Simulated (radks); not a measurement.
Spherical quantum dot in the effective-mass picture: electrons in a well V = -V0 / (1 + exp((r - R)/a)) with V0 = 17.9, R = 3.49, a = 0.25, all in effective atomic units (hartree* = m*/eps^2 hartree, bohr* = eps/m* bohr), one dielectric constant everywhere. Method: non-relativistic Kohn-Sham, LDA (Slater exchange, Perdew-Wang correlation), spin-polarised, spherical densities; computed with a radial shooting solver with Libxc functionals. Levels are named by radial order and angular momentum (1s, 1p, 1d, 2s, ...), and open shells are averaged over m. Results are scaled to m* = 0.151 and eps = 9.7, for which hartree* = 43.67 meV and bohr* = 3.399 nm.

N = 16, configuration 1s2 1p6 1d(up 5, down 3). This is the lowest configuration that the search found. Occupied and some empty levels:

| level | occupation | eigenvalue (meV) | <r> (nm) |
|---|---|---|---|
| 1s up | 1 | -480.20 | 6.971 |
| 1s down | 1 | -478.84 | 6.952 |
| 1p up | 3 | -467.29 | 7.486 |
| 1p down | 3 | -465.85 | 7.481 |
| 1d up | 5 | -446.99 | 7.886 |
| 1d down | 3 | -445.51 | 7.886 |
| 1f up | 0 | -420.55 | 8.215 |
| 1f down | 0 | -419.06 | 8.218 |
| 2s up | 0 | -416.67 | 5.447 |
| 2s down | 0 | -415.92 | 5.448 |
| 2p up | 0 | -382.81 | 6.332 |
| 2p down | 0 | -381.87 | 6.328 |

Energy (meV): total -9508.43, kinetic 688.56, external -12163, Hartree 2273.4, exchange-correlation -307.82.
